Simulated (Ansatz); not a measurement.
A nudged elastic band was laid between two geometries of BCl2H2InO (7 atoms, charge 0, multiplicity 1).

The calculation used UKS PBE-D4/def2-SVP (Ansatz).

```yaml
movable_images: 9
climbing_image: yes
spring: 5.0 eV/Å²
optimiser: quadratic models (default)
start_path: through a guess of the saddle point
force_threshold: 0.05 eV/Å
iteration_limit: 38
end_points: relaxed
```

First end point:

```xyz
7
Properties=species:S:1:pos:R:3
O -0.765 -1.514 -1.517
In -0.859 0.203 -0.424
B 0.864 0.648 0.990
Cl 0.881 0.000 2.627
Cl 2.233 1.626 0.470
H 0.052 -2.014 -1.330
H -2.345 0.983 -0.861
```

Last end point:

```xyz
7
Properties=species:S:1:pos:R:3
O -0.855 -0.634 -1.416
In -1.774 -0.344 0.930
B 0.664 0.251 1.262
Cl 1.466 0.547 2.820
Cl 1.779 0.503 -0.167
H 0.061 -0.268 -1.343
H -1.280 -0.123 -2.131
```

(1) What changes between the two ends?

(2) Give the energies along the band, and the barrier.

(3) What is the geometry of the highest image?

Answers

(1) Bonds broken: In2–H7. Bonds formed: O1–H7.

(2) It converged. The highest image is number 4 of 0 to 10, 37.3 kcal/mol above the first end and 43.6 kcal/mol above the last; the last end lies 6.2 kcal/mol below the first. Neighbouring images differ by up to 1.5 eV, so the band resolves the path poorly. A vibrational analysis at the climbing image gives one clearly imaginary mode, 1052i cm⁻¹: a first-order saddle point. The orbitals stay closed-shell, which can raise the energy where a bond breaks towards radicals; this wasn't checked here.

| image | path coordinate (Å) | energy (kcal/mol) | In2–H7 (Å) | O1–H7 (Å) |
| --- | --- | --- | --- | --- |
| 0 | 0.00 | 0.0 | 1.73 | 3.03 |
| 1 | 0.49 | 1.9 | 1.73 | 2.82 |
| 2 | 0.99 | 9.4 | 1.72 | 2.57 |
| 3 | 1.48 | 24.7 | 1.71 | 2.12 |
| 4 | 1.98 | 37.3 | 1.78 | 1.61 |
| 5 | 2.73 | 3.7 | 2.33 | 1.00 |
| 6 | 3.49 | -1.0 | 2.91 | 0.98 |
| 7 | 4.25 | -2.2 | 3.06 | 0.98 |
| 8 | 5.01 | -4.1 | 3.11 | 0.98 |
| 9 | 5.77 | -5.8 | 3.12 | 0.97 |
| 10 | 6.53 | -6.2 | 3.11 | 0.98 |

(3) 
```xyz
7
Properties=species:S:1:pos:R:3
O -1.146 -1.339 -1.317
In -0.852 0.501 -0.101
B 1.018 0.656 1.245
Cl 0.991 0.074 2.907
Cl 2.459 1.500 0.673
H -0.476 -1.518 -2.013
H -1.932 0.058 -1.440
```

Run time: 14 min on 2 threads of Arm Neoverse V1 (shared host), peak memory 0.26 GiB.
